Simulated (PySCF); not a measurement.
## Excitation energy of Sc by level of theory

Sc [Ar] 3d1 4s2 (2D) → Sc [Ar] 3d1 4s1 4p1 (high-spin determinant), as a difference of total energies. Calculation: PySCF 2.14, in aug-cc-pVTZ-DK (8s7p5d3f2g, 93 functions); scalar relativity by spin-free X2C-1e. Correlated levels: valence: [Ar] frozen. The calculations carry no spin-orbit coupling.

```csv
method,excitation energy (eV)
UHF,0.955
MP2 (valence),1.597
SCS-MP2 (valence),1.794
CCSD (valence),1.779
CCSD(T) (valence),1.805
```

How much does correlation contribute at CCSD(T) (valence)?

1.805 − (0.955) = 0.850 eV, measured against UHF.

The determinant of the upper state mixes LS terms, which raises its energy above the lowest term, most at the Hartree-Fock and MP2 levels.
